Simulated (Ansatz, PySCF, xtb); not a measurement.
Complex: SiH4 (SMILES [SiH4]) (first 5 atoms) with H2S (SMILES S); geometry from B3LYP-D3(BJ)/def2-TZVP, rigid monomers moved along the line of their centres of mass till Si1···S6 is 4.33 Å.
(charge 0, multiplicity 1):
```xyz
8

Si     0.030    -0.044    -0.287
H     -0.705     1.128     0.239
H     -0.110    -0.071    -1.764
H     -0.545    -1.286     0.272
H      1.462     0.059     0.063
S      0.217     0.078     4.037
H     -0.303     1.309     3.903
H     -0.987    -0.507     3.932
```

Monomers are frozen at their geometry in the pair; levels with a basis set take the counterpoise correction.

Rows in 6-31G* carry no dispersion term and start afresh at each structure (6-31G* with six Cartesian d functions).

The values were computed with Ansatz (a program for electronic structure); PySCF for 6-31G* rows, the dispersion terms; xtb for the GFN methods. 

Problem. One of these levels gives -2.2 kJ/mol for the interaction energy. Which?
A. PBE-D4/def2-TZVPPD
B. GFN-FF
C. B3LYP/6-31G*

Solution. B, GFN-FF. The others give -4.7 (PBE-D4/def2-TZVPPD), 0.1 (B3LYP/6-31G*)
